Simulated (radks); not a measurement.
All-electron atom: La+ in [Xe] 5d1 7s1 (not the ground configuration).

Method: scalar-relativistic Kohn-Sham, r2SCAN, spin-unpolarised, spherical densities, finite nucleus; meta-GGA in the generalised Kohn-Sham scheme; Fermi nuclear charge, rms radius 4.855 fm; computed with a radial shooting solver on a logarithmic mesh with Libxc functionals.

Energy parts (hartree):
| part | energy |
|---|---|
| total | -8493.5353 |
| kinetic | 8983.9837 |
| electron-nucleus | -20534.8999 |
| Hartree | 3260.8228 |
| exchange-correlation | -203.4418 |

Orbitals (lengths in bohr, moments of r in powers of bohr):
orbital,occ.,eigenvalue (hartree),<r^4>,<r>,<1/r>
1s,2,-1426.707,1.921e-06,0.02507,62.01
2s,2,-228.0900,0.0003188,0.1074,14.29
2p,6,-204.3448,0.0002331,0.09426,13.55
3s,2,-49.31005,0.01300,0.2846,5.187
3p,6,-41.68297,0.01363,0.2828,4.909
3d,10,-30.73587,0.01147,0.2599,4.646
4s,2,-10.32548,0.3388,0.6545,2.145
4p,6,-7.83044,0.4454,0.6931,1.980
4d,10,-4.20808,0.7634,0.7678,1.722
5s,2,-1.79147,11.02,1.565,0.8427
5p,6,-1.16791,19.87,1.794,0.7256
5d,1,-0.39381,109.2,2.610,0.4961
7s,1,-0.14663,8072,8.358,0.1545

The highest occupied level is 7s at -3.990 eV. The density falls to 0.001 e/bohr^3 at r = 3.99 bohr. The electron density at the nucleus is 3.646e+05 e/bohr^3 (large components only). Summed over all electrons, <r^2> = 125.4 bohr^2, which gives a Langevin (diamagnetic) susceptibility term of -99.3 x 10^-6 cm^3/mol.
